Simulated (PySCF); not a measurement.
Input file for PySCF: R-M06-2X/def2-TZVPP on H4O3Sn (SMILES [OH][SnH]([OH])[OH]), a point of a torsion scan. Elements past Kr take the def2 small-core potentials; no spin–orbit coupling.

```python
from pyscf import gto, dft

mol = gto.M(
    atom='''
    O     1.73873988    0.42956579   -0.36438748
    Sn   -0.01822210   -0.07659793    0.17921573
    O     0.01101903   -1.95953045    0.50191276
    O    -0.32252070    0.65126489    1.93946196
    H     2.44138086   -0.10816937    0.00293230
    H    -1.06638528    0.42983473   -0.98155324
    H    -0.46808826   -2.22620365    1.28717519
    H    -0.04199291    1.55603832    2.07050373
    ''',
    basis='def2-tzvpp',
    ecp={'Sn': 'def2-tzvpp'},
    charge=0, spin=0, verbose=4, max_memory=1800)
mf = dft.RKS(mol, xc='m062x').density_fit(auxbasis='def2-universal-jkfit')
mf.grids.level = 4
mf.conv_tol = 1e-9
mf.max_cycle = 150
mf.kernel()
mf.dip_moment()
```

The log:

```
PySCF version 2.14.0

[INPUT] verbose = 4
[INPUT] num. atoms = 8
[INPUT] num. electrons = 50
[INPUT] charge = 0
[INPUT] spin (= nelec alpha-beta = 2S) = 0
[INPUT] symmetry False subgroup None
[INPUT] Mole.unit = angstrom
[INPUT] Symbol           X                Y                Z      unit          X                Y                Z       unit  Magmom
[INPUT]  1 O      1.738739880000   0.429565790000  -0.364387480000 AA    3.285742175059   0.811761695582  -0.688592540420 Bohr   0.0
[INPUT]  2 Sn    -0.018222100000  -0.076597930000   0.179215730000 AA   -0.034434778414  -0.144749109409   0.338668646914 Bohr   0.0
[INPUT]  3 O      0.011019030000  -1.959530450000   0.501912760000 AA    0.020822948858  -3.702975883246   0.948477654825 Bohr   0.0
[INPUT]  4 O     -0.322520700000   0.651264890000   1.939461960000 AA   -0.609475792503   1.230712276645   3.665051933412 Bohr   0.0
[INPUT]  5 H      2.441380860000  -0.108169370000   0.002932300000 AA    4.613541191155  -0.204410484367   0.005541243915 Bohr   0.0
[INPUT]  6 H     -1.066385280000   0.429834730000  -0.981553240000 AA   -2.015176122468   0.812269918526  -1.854866800279 Bohr   0.0
[INPUT]  7 H     -0.468088260000  -2.226203650000   1.287175190000 AA   -0.884558613524  -4.206915196007   2.432408583435 Bohr   0.0
[INPUT]  8 H     -0.041992910000   1.556038320000   2.070503730000 AA   -0.079355099074   2.940486264128   3.912684989590 Bohr   0.0

nuclear repulsion = 226.249888348718
number of shells = 73
number of NR pGTOs = 293
number of NR cGTOs = 199
basis = def2-tzvpp
ecp = {'Sn': 'def2-tzvpp'}


******** <class 'pyscf.df.df_jk.DFRKS'> ********
method = DFRKS
initial guess = minao
damping factor = 0
level_shift factor = 0
DIIS = <class 'pyscf.scf.diis.CDIIS'>
diis_start_cycle = 1
diis_space = 8
diis_damp = 0
SCF conv_tol = 1e-09
SCF conv_tol_grad = None
SCF max_cycles = 150
direct_scf = False
XC library pyscf.dft.libxc version 7.1.2
    S. Lehtola, C. Steigemann, M. J. T. Oliveira, and M. A. L. Marques,  SoftwareX 7, 1–5 (2018)
XC functionals = m062x
    Y. Zhao and D. G. Truhlar,  Theor. Chem. Acc. 120, 215 (2008)
    Y. Zhao and D. G. Truhlar,  Theor. Chem. Acc. 120, 215 (2008)
radial grids:
    Treutler-Ahlrichs [JCP 102, 346 (1995); DOI:10.1063/1.469408] (M4) radial grids

becke partition: Becke, JCP 88, 2547 (1988); DOI:10.1063/1.454033
pruning grids: <function nwchem_prune>
grids dens level: 4
symmetrized grids: False
atomic radii adjust function: <function treutler_atomic_radii_adjust>
small_rho_cutoff = 0
Set gradient conv threshold to 3.16228e-05
Initial guess from minao.
tot grids = 179744
******** <class 'pyscf.df.df.DF'> ********
auxbasis = def2-universal-jkfit
init E= -405.399677830119
  HOMO = -0.776841270565889  LUMO = -0.515358344966206  gap/eV = 7.11531
cycle= 1 E= -441.445203880207  delta_E=  -36  |g|= 2.35  |ddm|= 32.5
  HOMO = -0.186764577403982  LUMO = 0.0695248855473179  gap/eV = 6.97399
cycle= 2 E= -441.787467830805  delta_E= -0.342  |g|= 2.09  |ddm|= 5.65
  HOMO = -0.380048106194039  LUMO = 0.0139096554277362  gap/eV = 10.72014
cycle= 3 E= -442.379825004131  delta_E= -0.592  |g|= 0.176  |ddm|= 1.81
  HOMO = -0.370455804186041  LUMO = 0.0146193624144647  gap/eV = 10.47843
cycle= 4 E= -442.380477547175  delta_E= -0.000653  |g|= 0.171  |ddm|= 0.18
  HOMO = -0.383379688955745  LUMO = 0.0116352386492991  gap/eV = 10.74890
cycle= 5 E= -442.385199949876  delta_E= -0.00472  |g|= 0.008  |ddm|= 0.105
  HOMO = -0.382866474630862  LUMO = 0.0117208044814308  gap/eV = 10.73727
cycle= 6 E= -442.385215814954  delta_E= -1.59e-05  |g|= 0.0033  |ddm|= 0.0129
  HOMO = -0.382949250161354  LUMO = 0.0116765892652397  gap/eV = 10.73832
cycle= 7 E= -442.385217820689  delta_E= -2.01e-06  |g|= 0.00174  |ddm|= 0.00388
  HOMO = -0.382936947122216  LUMO = 0.0116672422355254  gap/eV = 10.73773
cycle= 8 E= -442.385218365778  delta_E= -5.45e-07  |g|= 0.00044  |ddm|= 0.00119
  HOMO = -0.38293007749411  LUMO = 0.0116536284436424  gap/eV = 10.73717
cycle= 9 E= -442.385218415583  delta_E= -4.98e-08  |g|= 7.13e-05  |ddm|= 0.000447
  HOMO = -0.382928462241039  LUMO = 0.0116551842137673  gap/eV = 10.73717
cycle= 10 E= -442.38521841751  delta_E= -1.93e-09  |g|= 1.77e-05  |ddm|= 0.000115
  HOMO = -0.382929259041836  LUMO = 0.0116535868848598  gap/eV = 10.73715
cycle= 11 E= -442.385218417631  delta_E= -1.21e-10  |g|= 1.07e-05  |ddm|= 3.2e-05
  HOMO = -0.382929191755818  LUMO = 0.0116535588369799  gap/eV = 10.73714
Extra cycle  E= -442.385218417616  delta_E= 1.57e-11  |g|= 1.45e-05  |ddm|= 1.3e-05
converged SCF energy = -442.385218417616
Dipole moment(X, Y, Z, Debye): -0.75802,  0.69292,  0.33986
```

The run converged.

Cost: about 30 core-seconds (a rough figure).
